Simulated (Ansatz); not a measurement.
Wavefunction ladder for C$_{2}$H$_{7}$BFNO

Cartesian coordinates in Å:
```
B 1.222 -0.361 -0.383
C 0.264 -0.578 0.935
C -0.757 0.290 0.247
N 0.145 0.882 -0.774
O -1.760 -0.341 -0.430
F -1.292 1.308 1.003
H 2.325 0.096 -0.225
H 1.123 -1.198 -1.244
H 0.625 -0.095 1.844
H -0.104 -1.575 1.183
H 0.465 1.802 -0.493
H -0.278 0.926 -1.695
H -1.978 -1.155 0.031
```

The species carries charge 0 and has multiplicity 1. The bonds changed during the relaxation, so this is another structure than the one it started from. The geometry is a stationary point of PBE0-D4/def2-TZVP. It is one conformer, not always the lowest. Frozen core, restricted reference, Ansatz. CBS rows extrapolate triple and quadruple zeta; past MP2 they add the triple-zeta difference.

```
     basis     HF (Eh)  MP2 corr.
  def2-SVP  -332.98700   -0.91482
def2-TZVPP  -333.38094   -1.15565
def2-QZVPP  -333.39574   -1.24259
```

(1) Estimate the CCSD correlation energy and the (T) correction in each basis where they were run (hartree).

## Answers

(1) 
```tsv
basis	CCSD corr.	(T)
def2-SVP	-0.96325	-0.02573
def2-TZVPP	-1.19013	-0.04498
CBS(def2)	-1.34147	as TZ
```
